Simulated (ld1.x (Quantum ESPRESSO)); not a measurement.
# Varying the TM semilocal potential for antimony

Base potential:

- Element: antimony
- Generator: ld1.x (Quantum ESPRESSO) 7.5
- Type: norm-conserving Troullier–Martins (semilocal form)
- Functional: PBEsol
- Relativity: scalar-relativistic
- Frozen core: [Kr]
- Valence charge: 15
- Reference configuration: 4d10 5s2 5p3
- Partial waves: 5p (bound): rc 2.00 bohr; 4d (bound): rc 1.15 bohr; 5s (bound): rc 1.75 bohr
- Local potential: the s channel
- Core correction: a·sin(br)/r model core, default radius (core density twice the valence density)

Cutoffs, loose and tight: the cutoffs (Ry, on a coarse ladder) from which the occupation-weighted sum of valence levels, in a spherical-Bessel basis at the reference potential, stays within 10 and 1 mRy of its value at 400 Ry. They do not see the model core or the augmentation charge, which bear on the density cutoff. Test errors are all-electron minus pseudo excitation energies from the reference, over the configurations 4d10 5s2 5p2; 4d10 5s2 5p1; 4d10 5s2 5p0; 4d9 5s2 5p3; 4d10 5s1 5p0; 4d10 5s2 5p2.5; 4d10 5s1 5p4. A dash means not determined; rows that change the core or the reference have their own tests.

A semilocal file is local in each channel, so a ghost entry of none says nothing of the separable form that plane-wave codes build from it.

The default core radius of the base comes out at 0.61 bohr.

```csv
change,outcome,"cutoff, loose","cutoff, tight",bound ghosts,largest test error (meV)
base,generated,110 Ry,180 Ry,none,-202
core correction a·sin(br)/r model core inside 0.44 bohr,generated,110 Ry,180 Ry,none,-202
core correction a·sin(br)/r model core inside 0.56 bohr,generated,110 Ry,180 Ry,none,-202
core correction a·sin(br)/r model core inside 0.72 bohr,generated,110 Ry,180 Ry,none,-202
core correction a·sin(br)/r model core inside 0.78 bohr,generated,110 Ry,180 Ry,none,-202
core correction a·sin(br)/r model core inside 0.92 bohr,generated,110 Ry,180 Ry,none,-201
core correction a·sin(br)/r model core inside 1.02 bohr,generated,110 Ry,180 Ry,none,-199
core correction a·sin(br)/r model core inside 1.16 bohr,generated,110 Ry,180 Ry,none,-193
core correction a·sin(br)/r model core inside 1.26 bohr,generated,110 Ry,180 Ry,none,-187
core correction a·sin(br)/r model core inside 1.40 bohr,generated,110 Ry,180 Ry,none,-178
```

Question: What comes out with this change to the base: core correction none?

Answer: outcome: generated; cutoff, loose: 110 Ry; cutoff, tight: 180 Ry; bound ghosts: none; largest test error (meV): -155.
